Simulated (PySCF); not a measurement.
# Badger's rule along the second period: bonds to Si

CCSD(T) in PySCF with def2-TZVPP on every atom, for the lowest determinant that a PBE0 search found; no spin–orbit coupling. Badger's rule says that Re = d + c·k^(−1/3) for bonds between atoms of fixed rows.

```
molecule  state (unpaired electrons)  Re (Å)  k (mdyn/Å)
     SiO      singlet (closed shell)   1.521        9.03
     SiB         quartet (σ ↑, π ↑↑)   1.920           ?
    BeSi              triplet (π ↑↑)   2.150           ?
    LiSi         quartet (σ ↑, π ↑↑)   2.378       0.683
```

**Question.** Fix c and d from SiO and LiSi.

**Answer.** c = (2.378 − 1.521)/(0.683^(−1/3) − 9.03^(−1/3)) = 1.308, d = 1.521 − c·9.03^(−1/3) = 0.893 Å.

**Question.** Predict k of the others and set the computed values beside them.

**Answer.** 

```json
{"molecule": "SiB", "k by the rule": "2.06", "k computed": "2.55", "difference (%)": "-19"}
{"molecule": "BeSi", "k by the rule": "1.13", "k computed": "1.23", "difference (%)": "-8"}
```

The rule misses by 14 % on average; it knows nothing of spin state or of how ionic a bond is, and both change along this series.

Correlated steps freeze the inner cores (5 to 6 orbitals); shallow outer-core shells are correlated. UHF and ROHF references stand side by side, which adds small steps between rows. The CCSD T1 diagnostic is raised in SiB, SiO, a sign that a single reference may not be enough there. States were picked by a PBE0 search and need not be the measured ground states.
